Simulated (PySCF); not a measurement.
# The second ionisation energy along the noble gases

All values are computed (PySCF 2.14, energy differences of UHF-based or UKS calculations, no spin-orbit coupling). Values in eV. The last column holds reference values (NIST; (s) semi-empirical, (t) theoretical, else measured). Unmarked ones compare directly (S terms, centres of terms, or small fine structure); those marked * lie between the lowest fine-structure levels and include a spin-orbit shift.

| element | configurations | UHF | LDA | PBE | r2SCAN | CCSD (valence) | CCSD(T) (valence) | reference |
| --- | --- | --- | --- | --- | --- | --- | --- | --- |
| He (dyall-av2z, non-relativistic) | 1s1 → no electrons | 54.411 | 52.826 | 54.243 | 54.416 | n/a | n/a | 54.418 (t) |
| Ne (dyall-av2z, non-relativistic) | [He] 2s2 2p5 → [He] 2s2 2p4 | 39.272 | 41.448 | 41.150 | 41.145 | 40.493 | 40.519 | 40.963 * |
| Ar (dyall-av2z, non-relativistic) | [Ne] 3s2 3p5 → [Ne] 3s2 3p4 | 26.392 | 27.850 | 27.617 | 27.679 | 27.102 | 27.116 | 27.630 * |
| Kr (dyall-av2z, non-relativistic) | [Ar] 3d10 4s2 4p5 → [Ar] 3d10 4s2 4p4 | 23.283 | 24.664 | 24.341 | 24.474 | 23.875 | 23.889 | 24.360 * |
| Xe (dyall-av2z, non-relativistic) | [Kr] 4d10 5s2 5p5 → [Kr] 4d10 5s2 5p4 | 20.062 | 21.365 | 21.042 | 21.113 | 20.552 | 20.563 | 20.975 (s) * |

For a one-electron ion UHF is exact up to the basis, with infinite nuclear mass and no QED.

"Valence" correlates the outer s and p shells and, in groups 3 to 12 and the f block, the outer d or f shell, open or full, or the next shell where the ion has no valence electron left; the wider scheme adds the next inner shell.
